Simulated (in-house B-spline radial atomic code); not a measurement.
Values are calculated unless marked as measured or tabulated.
**Two electrons in InAs: a parabolic dot with ħω = 11.2 meV in all three directions with an ionised donor at its centre**

For InAs the NSM archive of the Ioffe Institute lists m* = 0.023 m0 and ε = 15.15. Real donors also feel a central-cell potential, which shifts the ground state. In so narrow a gap the band flattens within tens of meV, so real spacings are smaller, by up to some tenths.

Effective-mass model with parabolic bands, a uniform dielectric constant, no image charges, no central-cell or spin-orbit terms. Two-electron levels come from full CI in B-splines with partial waves to l = 5 (up to 0.001 effective hartree above the limit).

Q: What are the effective units, and what is the potential in them?

A: Ha* = 27211.386 meV × 0.023/15.15² = 2.727 meV and a* = 0.0529177 nm × 15.15/0.023 = 34.86 nm. The frequency is ω = 4.11 Ha*, with −1/r added.

In these units the lowest s and p orbitals lie at 3.7048 and 8.7128, and their Coulomb and exchange integrals are J_ss = 1.8180, J_sp = 1.4324 and K_sp = 0.2666. Full CI gives 9.1474 for the ground singlet, 13.5643 for the sp triplet, 14.0438 for the sp singlet and 17.2425 for the lowest triplet of two s orbitals.

Q: What does it cost to add the second electron, to first order and exactly?

A: To first order E = 2ε_s + J_ss = 9.2276, so the charging energy E(2) − 2E(1) is J_ss = 4.957 meV. CI gives 9.1474 − 2 × (3.7048) = 1.7377, or 4.738 meV: relaxation and correlation lower it by 0.2189 meV, 4.4 % of J_ss. The s² configuration of one-electron orbitals holds 99.3 % of the state, and the mean radius is 18 nm.

Q: How far above the singlet do the triplets lie?

A: To first order the sp triplet lies at ε_s + ε_p + J_sp − K_sp = 13.5835, which is 11.88 meV above 2ε_s + J_ss. CI gives 13.5643 − (9.1474) = 4.4169, or 12.04 meV, 88 % of the orbital spacing of 13.66 meV. The ss triplet lies 22.07 meV up, so the lower of the two is the sp one, and its gap equals k_BT at 140 K. The sp singlet-triplet splitting is 1.308 meV, against 2K_sp = 1.454 meV.
